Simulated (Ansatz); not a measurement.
A CCSD(T) single point on C$_{2}$H$_{6}$ClInO (`C[CH2][In]([OH])[Cl]`).

```yaml
crystal:
  periodic: [false, false, false]
  atoms:
    - {symbol: C, position_ang: [-0.930671, 0.585203, 1.331099]}
    - {symbol: C, position_ang: [0.278583, -0.160796, 0.790265]}
    - {symbol: In, position_ang: [0.337724, -0.228051, -1.356520]}
    - {symbol: O, position_ang: [1.619554, -1.023691, -2.636611]}
    - {symbol: Cl, position_ang: [-1.372260, 0.792317, -2.576097]}
    - {symbol: H, position_ang: [-0.955143, 1.623004, 0.993254]}
    - {symbol: H, position_ang: [-1.869045, 0.125406, 1.015177]}
    - {symbol: H, position_ang: [-0.920327, 0.594952, 2.425507]}
    - {symbol: H, position_ang: [1.216715, 0.298639, 1.111166]}
    - {symbol: H, position_ang: [0.302821, -1.198219, 1.132786]}
    - {symbol: H, position_ang: [2.357352, -1.465763, -2.209624]}
basis:
  gaussian: {orbitals: def2-TZVPP}
correlation: {method: ccsd_t}
output: {orbitals: {seedname: orbitals}}
```

```sh
$ ansatz run in.yaml --threads 4 --pin off --events-out ev --progress --plain --max-ram 10444MiB
```

Output of Ansatz, abridged:

```
Functional definition: HF
1767 factors; integrals over basis functions are off by at most 1.1e-3 eV
mean field evaluation 1: about -21844.0616 eV, gradient 5.0e1 eV
mean field evaluation 2: about -21844.1523 eV, gradient 5.0e1 eV
mean field evaluation 4: about -21849.2380 eV, gradient 4.6e0 eV
mean field evaluation 8: about -21849.3108 eV, gradient 2.9e-1 eV
mean field evaluation 16: about -21849.3116 eV, gradient 1.2e-6 eV
mean field -21849.31156809 eV, -802.9473901321 hartree, gradient 1.2e-6 eV, S^2 0.000000; 0 other end points of the search recorded, 0 dependent functions left out
12 core orbitals not correlated: weight in the atoms' cores, before any rotation towards them, 1.000 or more for the frozen orbitals, at most 0.000 for the correlated occupied ones
reference -21849.31156809 eV, -802.9473901321 hartree; 20, 20 occupied and 237, 237 virtual orbitals, 1767 factors
second order -29.22336320 eV of doubles, -0.00000000 eV of singles
cycle   1  -29.27832350 eV  change   -5.5e-2 eV  update   1.2e-1
cycle   2  -29.92493350 eV  change   -6.5e-1 eV  update   3.8e-2
cycle   3  -30.09326405 eV  change   -1.7e-1 eV  update   2.3e-2
cycle   4  -30.09010819 eV  change    3.2e-3 eV  update   6.8e-3
cycle   5  -30.08289972 eV  change    7.2e-3 eV  update   3.2e-3
cycle   6  -30.08376431 eV  change   -8.6e-4 eV  update   1.1e-3
cycle   7  -30.08358763 eV  change    1.8e-4 eV  update   4.1e-4
cycle   8  -30.08344234 eV  change    1.5e-4 eV  update   1.3e-4
cycle   9  -30.08348262 eV  change   -4.0e-5 eV  update   5.0e-5
cycle  10  -30.08350087 eV  change   -1.8e-5 eV  update   1.7e-5
perturbative correction -1.14315414 eV, -0.0420101398 hartree
Total energy: -21880.53822310 eV, -804.0949485375 hartree
```

Hardware: 4 threads of an AMD EPYC 7B13 on a shared host. Wall time 4.9 min, peak host memory 7.5 GiB.

The correlation energy is -31.227 eV, 3.7 % of it from (T); the T1 diagnostic reads 0.0137.
